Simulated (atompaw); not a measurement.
## lanthanum (La): one change to a PAW (atompaw) potential, before and after

```
Element                 : La
Generator               : atompaw 4.2.0.5
Type                    : PAW
Functional              : PBE
Relativity              : scalar-relativistic
Frozen core             : [Kr] 4d10
Valence charge          : 11
Reference configuration : 4f0 5s2 5p6 5d1 6s0 6p0 (charge +2)
Partial waves           : 5s (bound): rc 2.15 bohr; 6s (bound, empty): rc 3.00 bohr; 5p (bound): rc 3.00 bohr; 6p (bound, empty): rc 3.00 bohr; 5d (bound): rc 3.00 bohr; 5d channel at 2.55 Ry: rc 3.00 bohr; 4f (bound, empty): rc 1.75 bohr; 4f channel at -0.45 Ry: rc 1.75 bohr
Local potential         : vpsmatchnc scheme with l = 4 at 0.5 Ry, radius 2.25 bohr
Core correction         : smooth core density matched at 2.55 bohr
Augmentation charge     : sinc compensation charge, radius 2.35 bohr; PAW radius 3.00 bohr; waves and projectors: custom polynom gramschmidtortho
```

Change: all radii scaled by about 1.06 (s 2.28, p 3.20, d 3.20, f 1.86 bohr); local potential vpsmatchnc scheme with l = 4 at 0.5 Ry, radius 2.40 bohr; augmentation sinc compensation charge, radius 2.50 bohr; PAW radius 3.20 bohr; waves and projectors: custom polynom gramschmidtortho; core correction smooth core density matched at 2.72 bohr.

Cutoffs: the cutoffs (Ry, on a coarse ladder) from which the occupation-weighted sum of valence levels, in a spherical-Bessel basis at the reference potential, stays within 10 and 1 mRy of its value at 400 Ry; they do not see the model core or the augmentation charge, which bear on the density cutoff.

Task: What does the change do?

Result: The potential gets softer (10 Ry and 18 Ry → 8 Ry and 15 Ry); both files keep a bound ghost (s). A larger radius leaves more room for a smooth pseudo-wave, so fewer plane waves are needed.

```tsv
quantity	base	changed
cutoff, loose	10 Ry	8 Ry
cutoff, tight	18 Ry	15 Ry
loose cutoff by channel (10 mRy a level)	s 8 Ry, p 8 Ry, d 8 Ry	s 8 Ry, p 6 Ry, d 8 Ry
bound ghosts	s	s
lowest overlap eigenvalue by channel	s 0.63, p 0.84, d 0.84, f 0.96	s 0.55, p 0.81, d 0.79, f 0.97
```

Base: The cutoffs count occupied waves only; the empty 4f level needs 35 Ry at the loose tolerance. Changed file: The cutoffs count occupied waves only; the empty 4f level needs 30 Ry at the loose tolerance. A true bound ghost makes a file unfit for plane-wave use even where its test errors are small: the radial tests pick states by their node count and pass the ghost by. The cutoffs see the waves, projectors and local potential, not the compensation charge or the core.
